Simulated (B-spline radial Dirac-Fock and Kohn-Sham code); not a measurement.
**Auger parameter of rhenium: the L3 level and its strongest L3-MM line**

Method: Dirac-Fock (average of configuration) total-energy differences with a finite nucleus, the Breit interaction including its frequency dependence, and self-energy and vacuum-polarisation corrections. Computed with a radial finite-basis atomic code. The modified Auger parameter α′ is the binding energy plus the kinetic energy of the Auger electron; it does not depend on the energy zero. For free ions it tends to fall with charge, since less charge screens the final holes.

```tsv
species	configuration	binding 2p3/2 (eV)	Auger line	kinetic (eV)	α′ (eV)
Re⁴⁺	[Xe] 4f14 5d3	10594.0	M4M5 J=4	6562.8	17156.8
Re⁴⁺	[Xe] 4f14 5d1 6s2	10603.6	M4M5 J=4	6552.8	17156.4
Re⁴⁺ (Watson 1.8 Å)	[Xe] 4f14 5d3	10562.0	M4M5 J=4	6594.8	17156.9
Re⁴⁺ (Watson 2.4 Å)	[Xe] 4f14 5d3	10570.0	M4M5 J=4	6586.8	17156.8
Re⁵⁺	[Xe] 4f14 5d2	10611.2	M4M5 J=4	6544.6	17155.8
Re⁵⁺ (Watson 2.7 Å)	[Xe] 4f14 5d2	10584.5	M4M5 J=4	6571.3	17155.8
Re⁶⁺	[Xe] 4f14 5d1	10629.5	M4M5 J=4	6525.5	17155.0
Re⁷⁺	[Xe] 4f14	10648.9	M4M5 J=4	6505.4	17154.3
Re⁷⁺ (Watson 2.2 Å)	[Xe] 4f14	10603.1	M4M5 J=4	6551.2	17154.3
```
